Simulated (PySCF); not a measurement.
# Computed records: Al2H4N, Al2H2NO, AlBH4NO, AlH3NO

Computed with PySCF 2.14.0. Calculation on a computer-drawn molecule: the log of a Hartree-Fock and frozen-core CCSD(T) single point meant for a local Hartree-Fock minimum, with one planted fault or none, to be diagnosed. Offsets are logged minus clean, where the clean run is the same molecule without the fault. The reference is restricted for singlets and unrestricted otherwise, and also for a bond in bohr or an excited solution. Adding or removing an electron swaps singlet and doublet. The excited solution moves the top pair (singlet) or top alpha electron (doublet) to the lowest empty orbital. Highest occupied and lowest empty are orbital energies over both spins, largest force is the largest gradient component, triples share is (T) over the correlation energy, the T1 limit is 0.02 restricted and 0.045 unrestricted, electrons count all cores, a negative frequency is imaginary (commonest isotopes), and the dipole is about the centre of nuclear charge.

Common to all runs: meant charge 1; meant multiplicity 1; meant basis cc-pV(D+d)Z; logged SCF converged yes; logged SCF stable within its kind yes; possible faults no fault, one electron removed, one electron added, multiplicity raised by two, geometry at a saddle point, SCF held on an excited solution, minimal basis STO-3G, one bond length entered in bohr, all coordinates scaled.

(1) 
```xyz
7
formula=Al2H4N logged_electrons=37 logged_basis_functions=80 logged_spin_squared=0.7602 logged_highest_occupied=-5.3422 logged_lowest_empty=0.92977 logged_largest_force=0.043981 logged_T1_diagnostic=0.016235 logged_D1_diagnostic=0.04224 logged_triples_share=0.026715 logged_CC_converged=yes logged_dipole_magnitude=4.3837 logged_energy_HF=-540.58697 logged_energy_CCSD(T)=-540.92471 planted_fault=one_electron_added HF_energy_offset_from_clean_run=-113.4 CCSD(T)_energy_offset_from_clean_run=-123
N      3.5992     0.8194     0.0941
Al     1.9495     0.9610    -0.3934
Al    -0.6256     1.1819    -1.1547
H      4.0517     1.3699     0.8065
H      4.2716     0.1729    -0.2869
H     -1.3756     2.2980    -0.3713
H     -0.9978     0.1621    -2.2699
```

Units: logged_highest_occupied, logged_lowest_empty in eV; logged_largest_force in hartree/bohr; logged_dipole_magnitude in debye; logged_energy_HF, logged_energy_CCSD(T) in hartree; HF_energy_offset_from_clean_run, CCSD(T)_energy_offset_from_clean_run in kcal/mol.

Drawn bonds:
```csv
atom,other atom,order
1,2,1
2,3,1
1,4,1
1,5,1
3,6,1
3,7,1
```

(2) 
```xyz
7
formula=Al2H4N logged_electrons=36 logged_basis_functions=80 logged_spin_squared=0 logged_highest_occupied=-15.301 logged_lowest_empty=-4.4983 logged_largest_force=0.020693 logged_T1_diagnostic=0.017802 logged_D1_diagnostic=0.05396 logged_triples_share=0.025645 logged_CC_converged=yes logged_dipole_magnitude=0.20963 logged_energy_HF=-540.40116 logged_energy_CCSD(T)=-540.72682 planted_fault=all_coordinates_scaled,by_+3.1_% HF_energy_offset_from_clean_run=3.206 CCSD(T)_energy_offset_from_clean_run=1.136
N      3.7107     0.8448     0.0970
Al     2.0099     0.9907    -0.4056
Al    -0.6450     1.2185    -1.1905
H      4.1773     1.4124     0.8315
H      4.4040     0.1783    -0.2958
H     -1.4183     2.3693    -0.3828
H     -1.0287     0.1672    -2.3403
```

Units: logged_highest_occupied, logged_lowest_empty in eV; logged_largest_force in hartree/bohr; logged_dipole_magnitude in debye; logged_energy_HF, logged_energy_CCSD(T) in hartree; HF_energy_offset_from_clean_run, CCSD(T)_energy_offset_from_clean_run in kcal/mol.

Drawn bonds:
```csv
atom,other atom,order
1,2,1
2,3,1
1,4,1
1,5,1
3,6,1
3,7,1
```

(3) 
```xyz
6
formula=Al2H2NO logged_electrons=42 logged_basis_functions=30 logged_spin_squared=0 logged_highest_occupied=-11.854 logged_lowest_empty=-0.21968 logged_largest_force=0.0248 logged_dipole_magnitude=5.938 logged_energy_HF=-606.57916 planted_fault=minimal_basis_STO-3G HF_energy_offset_from_clean_run=4692
N     -1.1384     2.1114    -0.8579
Al     0.0282     0.8920    -0.5805
Al     1.7994    -0.9592    -0.1590
O      2.8658    -2.0738     0.0946
H     -1.2980     2.5817    -1.7358
H     -1.7790     2.4774    -0.1701
```

Units: logged_highest_occupied, logged_lowest_empty in eV; logged_largest_force in hartree/bohr; logged_dipole_magnitude in debye; logged_energy_HF in hartree; HF_energy_offset_from_clean_run in kcal/mol.

Drawn bonds:
```csv
atom,other atom,order
1,2,1
2,3,1
3,4,2
1,5,1
1,6,1
```

Notes: coupled-cluster numbers left out as unreliable.

(4) 
```xyz
8
formula=AlBH4NO logged_electrons=36 logged_basis_functions=85 logged_spin_squared=0 logged_highest_occupied=-16.053 logged_lowest_empty=-3.8108 logged_largest_force=0.026842 logged_T1_diagnostic=0.019107 logged_D1_diagnostic=0.063484 logged_triples_share=0.027362 logged_CC_converged=yes logged_dipole_magnitude=1.3074 logged_energy_HF=-398.07529 logged_energy_CCSD(T)=-398.60829 planted_fault=all_coordinates_scaled,by_+2.6_% HF_energy_offset_from_clean_run=3.242 CCSD(T)_energy_offset_from_clean_run=0.07351
N     -0.3351    -0.4776    -2.5090
Al     0.5079     0.7088    -1.5102
B      1.5636     2.2387    -0.2353
O      0.7808     3.3148     0.0132
H     -1.2911    -0.3731    -2.8878
H      0.0449    -1.3901    -2.8107
H      2.7071     2.0455     0.1465
H      1.1701     4.0235     0.5622
```

Units: logged_highest_occupied, logged_lowest_empty in eV; logged_largest_force in hartree/bohr; logged_dipole_magnitude in debye; logged_energy_HF, logged_energy_CCSD(T) in hartree; HF_energy_offset_from_clean_run, CCSD(T)_energy_offset_from_clean_run in kcal/mol.

Drawn bonds:
```csv
atom,other atom,order
1,2,1
2,3,1
3,4,1
1,5,1
1,6,1
3,7,1
4,8,1
```

(5) 
```xyz
6
formula=AlH3NO logged_electrons=29 logged_basis_functions=66 logged_spin_squared=0.7575 logged_highest_occupied=-25.22 logged_lowest_empty=-13.572 logged_largest_force=0.12242 logged_T1_diagnostic=0.018687 logged_D1_diagnostic=0.067739 logged_triples_share=0.020119 logged_CC_converged=yes logged_dipole_magnitude=6.3993 logged_energy_HF=-372.25278 logged_energy_CCSD(T)=-372.63866 planted_fault=one_electron_removed HF_energy_offset_from_clean_run=347.7 CCSD(T)_energy_offset_from_clean_run=375
N     -0.4483    -0.8578    -3.5014
Al    -0.6746    -0.3846    -1.8805
O     -0.8857     0.0571    -0.3673
H      0.4078    -1.2299    -3.8790
H     -1.1515    -0.8061    -4.2203
H     -1.0116     0.3187     0.5297
```

Units: logged_highest_occupied, logged_lowest_empty in eV; logged_largest_force in hartree/bohr; logged_dipole_magnitude in debye; logged_energy_HF, logged_energy_CCSD(T) in hartree; HF_energy_offset_from_clean_run, CCSD(T)_energy_offset_from_clean_run in kcal/mol.

Drawn bonds:
```csv
atom,other atom,order
1,2,1
2,3,1
1,4,1
1,5,1
3,6,1
```
